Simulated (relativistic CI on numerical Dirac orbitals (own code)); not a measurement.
Transition arrays of As7+

Method of calculation: Dirac-Coulomb-Breit CI, orbitals from a KLI potential per configuration, model QED, valence Slater integrals scaled by 0.9, whole transition arrays (own radial code, finite nucleus).

Configurations in the expansion (outside the closed core [Ne] 3s2): 3p⁶3d⁸, 3p⁶3d⁷4f, 3p⁵3d⁹, 3p⁶3d⁷4p, 3p⁶3d⁷5f. Levels of other configurations are missing.

All E1 lines from the levels of 3p⁶3d⁸; mean and standard deviation are weighted by gf, and upper levels are sorted by their leading configuration.

| Upper configuration | Lines | Σgf | Mean (eV) | Mean (nm) | σ (eV) | Strongest line (nm) |
| --- | --- | --- | --- | --- | --- | --- |
| 3p⁶3d⁷4f | 721 | 80.4 | 128.04 | 9.683 | 2.91 | 9.827 |
| 3p⁵3d⁹ | 60 | 17.5 | 105.64 | 11.737 | 4.87 | 11.044 |
| 3p⁶3d⁷4p | 466 | 25.5 | 82.84 | 14.966 | 2.79 | 15.344 |
| 3p⁶3d⁷5f | 721 | 61.7 | 147.64 | 8.397 | 3.07 | 8.522 |

Σgf per state of the lower configuration in bins of 0.2 nm over the central range (centre: value): 8.1: 0.10, 8.3: 0.63, 8.5: 0.50, 8.7: 0.11, 8.9: 0.03, 9.1: 0.01, 9.3: 0.14, 9.5: 0.56, 9.7: 0.49, 9.9: 0.49, 10.1: 0.06, 10.3: 0.03, 10.9: 0.02, 11.1: 0.07, 11.3: 0.02, 11.5: 0.03, 11.7: 0.09, 11.9: 0.02, 12.1: 0.04, 12.3: 0.05, 12.5: 0.03, 12.7: 0.01, 13.9: 0.02, 14.1: 0.02, 14.5: 0.01, 14.7: 0.09, 14.9: 0.12, 15.1: 0.09, 15.3: 0.10.

(1) How do configuration mixing and the scaling of the Slater integrals move the arrays?

Results:

(1) Slater scale 0.9, no configuration mixing: 3p⁶3d⁷4f 128.0 ± 3.0 eV (Σgf 80.9), 3p⁵3d⁹ 106.9 ± 5.3 eV (Σgf 31.9), 3p⁶3d⁷4p 82.6 ± 2.6 eV (Σgf 23.4), 3p⁶3d⁷5f 147.6 ± 3.1 eV (Σgf 45.0); Slater scale 1: 3p⁶3d⁷4f 128.2 ± 3.2 eV (Σgf 81.0), 3p⁵3d⁹ 105.6 ± 5.2 eV (Σgf 16.0), 3p⁶3d⁷4p 83.0 ± 3.2 eV (Σgf 25.8), 3p⁶3d⁷5f 147.8 ± 3.4 eV (Σgf 62.8); Slater scale 0.8: 3p⁶3d⁷4f 127.8 ± 2.6 eV (Σgf 79.6), 3p⁵3d⁹ 105.6 ± 4.5 eV (Σgf 19.1), 3p⁶3d⁷4p 82.7 ± 2.4 eV (Σgf 25.2), 3p⁶3d⁷5f 147.5 ± 2.7 eV (Σgf 60.7). With mixing, levels are counted to their leading configuration, so an array can shrink or vanish into another, and the sums then hold other lines.
